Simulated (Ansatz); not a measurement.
```xyz
10

C    -0.918    0.035    1.320
B    -0.423   -0.551   -0.029
Cl   -1.164   -2.004   -0.676
Ge    1.091    0.301   -1.161
H    -0.072    0.260    1.979
H    -1.639   -0.589    1.851
H    -1.382    1.010    1.118
H     2.311   -0.639   -1.197
H     1.558    1.654   -0.591
H     0.638    0.522   -2.615
```

The species carries charge 0 and has multiplicity 1.

(1) List the CAM-B3LYP/def2-TZVPP orbital energies in eV (the Gaussian-basis code of Ansatz). (An estimate is asked.)

Results:

(1) The calculation gave: Occupied: -10851.69, -2764.60, -1355.98, -1206.92, -1206.92, -1206.91, -278.53, -259.39, -198.42, -198.33, -198.27, -187.25, -170.77, -121.07, -121.06, -121.03, -34.65, -34.65, -34.60, -34.56, -34.56, -25.23, -21.72, -17.47, -14.89, -13.52, -13.26, -12.46, -11.37, -11.07, -10.77, -10.73, -9.11. Lowest empty: -0.52, 1.40, 2.35, 2.66, 2.71, 2.97, 3.36, 3.71.
